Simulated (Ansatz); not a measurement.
## Forces away from equilibrium

CdClF (SMILES [F][Cd][Cl]), singlet, displaced at random from a GFN2-xTB minimum.

| atom | x (Å) | y (Å) | z (Å) |
| --- | --- | --- | --- |
| F1 | -0.0337 | 1.6054 | 0.2129 |
| Cd2 | -0.7597 | -0.1586 | -0.4425 |
| Cl3 | 0.7452 | -1.6177 | 0.2416 |

Program: Ansatz 0.2.0. Basis: def2-TZVPP. Cores are frozen in the correlated methods. Filled d shells of the heavier atoms are correlated. Core potentials replace the inner electrons of the atoms past krypton.

CCSD(T) forces from the calculation:
```json
{"atom": "F1", "Fx": "-0.918", "Fy": "-0.171", "Fz (eV/Å)": "-0.557"}
{"atom": "Cd2", "Fx": "0.121", "Fy": "1.937", "Fz (eV/Å)": "0.326"}
{"atom": "Cl3", "Fx": "0.797", "Fy": "-1.766", "Fz (eV/Å)": "0.231"}
```

Root-mean-square difference of the force components from those of CCSD(T): PBE0-D4 0.062; wB97M-V 0.053; r2SCAN-D4 0.088; PBE-D4 0.264; wB97X-V 0.042; SPW92 0.260 eV/Å.

No T1 diagnostic of these runs exceeds 0.019. These are differences at one structure, and CCSD(T) in triple zeta is itself an approximation.

For scale, one of the runs: CCSD(T)/def2-TZVPP forces, 129 basis functions (an equivalent command: `ansatz run in.yaml --threads 4`). The run took 2.5 min on 4 CPU threads (shared host), with 1.3 GiB of host memory at its peak.
